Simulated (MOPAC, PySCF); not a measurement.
HF3Sn, SMILES `[F][SnH]([F])[F]`, neutral singlet in the gas phase. 

Cartesian coordinates (Å):
SMILES: [F][SnH]([F])[F]
```xyz
5

F      1.7514    -0.1649    -0.5622
Sn    -0.0049     0.0038     0.1184
F     -0.7086     1.5464    -0.7191
F     -0.9629    -1.4424    -0.6349
H     -0.0749     0.0571     1.7979
```
Charge 0, multiplicity 1.

All levels are single points at this geometry (PBE0-D3(BJ)/def2-TZVP); Pople sets use spherical d functions. Orbital energies aren't observables, and empty levels follow the basis.

```
level                                     HOMO (eV)  LUMO (eV)  gap (eV)  dipole (D)  vertical IE, Delta-SCF (eV)
----------------------------------------  ---------  ---------  --------  ----------  ---------------------------
M06-2X/def2-TZVP in PySCF                    -12.66      -1.06     11.61        3.47                        14.03
PBE-D3(BJ)/def2-TZVP in PySCF                 -9.29      -3.16      6.13        3.12                        12.66
B3LYP/6-311+G** (LANL2DZ on Sn) in PySCF     -11.15      -2.52      8.63        3.87                            –
B3LYP/6-31G* (LANL2DZ on Sn) in PySCF        -10.41      -1.77      8.64        3.12                        13.11
B3LYP/LANL2DZ in PySCF                       -10.99      -2.60      8.39        3.93                            –
BP86/6-31G* (LANL2DZ on Sn) in PySCF          -8.82      -2.56      6.26        2.92                            –
M06-2X/6-31G* (LANL2DZ on Sn) in PySCF       -12.40      -0.51     11.89        3.24                            –
PBE/6-31G* (LANL2DZ on Sn) in PySCF           -8.68      -2.49      6.20        2.93                            –
SVWN5/6-31G* (LANL2DZ on Sn) in PySCF         -8.85      -2.63      6.23        3.02                            –
AM1 in MOPAC                                 -11.12      -0.01     11.11        3.34                            –
PM3 in MOPAC                                 -13.66      -2.07     11.59        2.65                            –
PM6 in MOPAC                                 -13.21      -0.77     12.44        4.17                            –
PM7 in MOPAC                                 -13.40       0.33     13.73        4.44                            –
```
